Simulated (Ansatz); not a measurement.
Reaction: BGeH4F (SMILES F[BH][GeH3]) → BHF (SMILES [BH]F, doublet) + GeH3 (SMILES [GeH3], doublet) (the B-Ge bond breaks)
Each species at its own B3LYP-D3(BJ)/def2-TZVP minimum (Ansatz, a first-principles code).

Wanted: bond dissociation energy (electronic), in kJ/mol. Radicals and triplets start from unrestricted determinants; spin-orbit coupling is neglected. Cores are frozen in correlated methods (noble-gas shells, and filled d and f shells in the p block). No relativity. CBS(X,Y): correlation extrapolated as X^-3, Hartree-Fock from the larger set. A bracket is a step between two methods taken in the basis named. Double hybrids freeze cores in their MP2 part.

CCSD(T)/CBS(cc-pVTZ,cc-pVQZ) + [CCSDT(Q) - CCSD(T)]/cc-pVDZ (Ansatz) gives 338.9 kJ/mol.

**Question.** How far off this value is PBE/def2-TZVPD (Ansatz), in which direction, and how far these levels: r2SCAN/def2-TZVPD, B3LYP/def2-TZVPD, PBE0/def2-TZVPD, wB97M-V/def2-TZVPD, B2PLYP/def2-TZVPD, CCSD(T)/CBS(cc-pVTZ,cc-pVQZ)?

**Answer.** PBE gives 332.1 kJ/mol, 6.8 kJ/mol below it. Differences of the others: r2SCAN/def2-TZVPD (Ansatz) -17.1; B3LYP/def2-TZVPD (Ansatz) -14.9; PBE0/def2-TZVPD (Ansatz) -6.8; wB97M-V/def2-TZVPD (Ansatz) 7.1; B2PLYP/def2-TZVPD (Ansatz) -10.1; CCSD(T)/CBS(cc-pVTZ,cc-pVQZ) (Ansatz) -0.1 kJ/mol.
